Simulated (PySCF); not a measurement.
Computed magnetic data of one metal complex (SC-NEVPT2 in the d shell, PySCF, with spin-orbit coupling):

| T / K | χT / cm³ K mol⁻¹ | μeff / μB |
| --- | --- | --- |
| 2 | 0.963 | 2.77 |
| 5 | 0.963 | 2.77 |
| 10 | 0.963 | 2.77 |
| 20 | 0.964 | 2.78 |
| 30 | 0.964 | 2.78 |
| 50 | 0.965 | 2.78 |
| 75 | 0.966 | 2.78 |
| 100 | 0.967 | 2.78 |
| 150 | 0.969 | 2.78 |
| 200 | 0.972 | 2.79 |
| 250 | 0.974 | 2.79 |
| 300 | 0.976 | 2.79 |

Powder magnetisation at 2 K: 0.42 μB at 0.5 T, 0.81 μB at 1 T, 1.36 μB at 2 T, 1.66 μB at 3 T, 1.89 μB at 5 T, 1.94 μB at 7 T.

Which of these complexes, all computed at model or optimised geometries, gave the data?
A. [Ni(H2O)4]2+ (d8, tetrahedral)
B. Ni(SH)2 (d8, linear)
C. [MnO4]3- (d2, tetrahedral)
D. TiBr2 (d2, linear)

C. [MnO4]3- (d2, tetrahedral) has NEVPT2: 2S+1 = 3, 2.79 μB at 300 K, 2.77 μB at 10 K, 1.94 μB at 7 T. The others: [Ni(H2O)4]2+ (d8, tetrahedral) has NEVPT2: 2S+1 = 3, 4.30 μB at 300 K, 1.04 μB at 10 K, 0.17 μB at 7 T; TiBr2 (d2, linear) has NEVPT2: 2S+1 = 3, 3.06 μB at 300 K, 0.70 μB at 10 K, 0.08 μB at 7 T; Ni(SH)2 (d8, linear) has NEVPT2: 2S+1 = 3, 4.31 μB at 300 K, 1.67 μB at 10 K, 0.43 μB at 7 T.

The d shell alone is too small an active space for [MnO4]3- (an active orbital has only 0.61 squared overlap with the free ion's shell): its levels, fitted parameters, g values and moments show what this model gives and aren't sound predictions.
